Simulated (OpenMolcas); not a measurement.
## Mn2+: ligand-field states by method

Mn2+ with its 6 nearest chloride ions at 2.6 Å, on the Y site of Cs2NaYCl6 (a = 10.7396 Å, distance in the model lattice 2.619 Å). The rest of the host is ab initio model potentials to 7.6 Å, with orthogonalisation functions on the cations behind the ligands, and point charges beyond; the distance is set by hand and nothing relaxes, and no local charge compensation is placed. Ligand basis ANO-RCC-VDZP.

```json
{
  "Program": "OpenMolcas",
  "Basis": "ANO-RCC-VTZP [6s5p3d2f1g]",
  "Scalar Hamiltonian": "DKH2, point nucleus",
  "Active space": "5 electrons in 5 orbitals (3d)",
  "State averaging": "2S+1 = 6 even, 1 root; 2S+1 = 4 even, 24 roots; 2S+1 = 2 even, 75 roots",
  "Spin-orbit coupling": "RASSI with atomic mean-field integrals over the reference wave functions"
}
```

I. CASSCF
II. SS-CASPT2, IPEA 0.25 Eh, imaginary shift 0.1 Eh (closed shells correlated: 3s 3p and the ligand valence shells)

Spin-free states (labels of O, the rotations of Oh) in cm-1, each column counted from its own energy of the first state listed:

| State | Degeneracy | I | II |
| --- | --- | --- | --- |
| 6A1 | 1 | 0 | 0 |
| 4T1 | 3 | 28797 | 23370 |
| 4T2 | 3 | 30737 | 24720 |
| 4E | 2 | 31184 | 25490 |
| 4A1 | 1 | 31186 | 25730 |
| 4T2 | 3 | 37940 | 29620 |
| 4T1 | 3 | 38164 | 33410 |
| 4E | 2 | 38747 | 30710 |
| 2T2 | 3 | 40765 | 32470 |
| 2A2 | 1 | 42426 | 34220 |
| 2T1 | 3 | 42629 | 34830 |
| 2T2 | 3 | 43242 | 35090 |
| 2E | 2 | 43814 | 36180 |
| 2A1 | 1 | 44264 | 36960 |
| 2T2 | 3 | 47425 | 37460 |
| 2E | 2 | 48830 | 38320 |
| 2T1 | 3 | 50395 | 39810 |
| 2T2 | 3 | 52137 | 42410 |
| 4T1 | 3 | 52157 | 42470 |
| 4A2 | 1 | 52240 | 41870 |

From I to II, I's first state of another spin (4T1) moves from 28797 to 23370 cm-1, by about -5400 cm-1.

I: A least-squares ligand-field fit to the states below 45000 cm-1, each weighted by its degeneracy and with a free common offset, gives 10Dq = 4484 cm-1, B = 1085 cm-1 and C = 4032 cm-1 (C/B = 3.72), with an rms deviation of 41 cm-1. The same method and metal basis give the free ion B = 1117 cm-1 (fit to its terms below 60000 cm-1, rms deviation 53 cm-1), so the nephelauxetic ratio is β = 1085 / 1117 = 0.97; it hangs on how both fits weigh the states, and computed free-ion B values tend to be too large, so β mixes covalency with correlation.

χT at 300 K: I 4.39, II 4.39 cm3 K/mol.

Roots that are degenerate in the reference are averaged as groups; the widest CASPT2 spread within a group is 160 cm-1 (the 2-fold group of multiplicity 2 near 48400 cm-1 above the lowest state of its run, II). Shifts and gaps below about the spread of the groups concerned are not significant. Over all roots computed the reference weight is 0.66 to 0.68 in II; a low but even weight reflects the number of correlated electrons. Ligand-to-metal charge-transfer states are missing. With no ligand orbital active B as a rule stays too high, so bands that hang on it stand too high and its fall with covalency is understated. Without dynamic correlation the repulsion within the d shell is too large (B by tens of per cent), so at a given field states of lower spin stand too high (holds for I). With metal d orbitals alone and no dynamic correlation the field as a rule comes out too small, by tens of per cent, by up to half for chloride and softer ligands (holds for I). These CASPT2 states fit no ligand-field parameters well, so their order and spin gaps are uncertain (holds for II). With one d shell and no ligand orbital active, 10Dq can be off by tens of per cent for divalent 3d ions, low with halides held by bare charges and at times high in hosts (holds for II). Free-ion shares, where given, are those of the reference states; single-state CASPT2 does not remix them (holds for II). No measured value stands beside these numbers; the geometry was set by hand and not optimised.
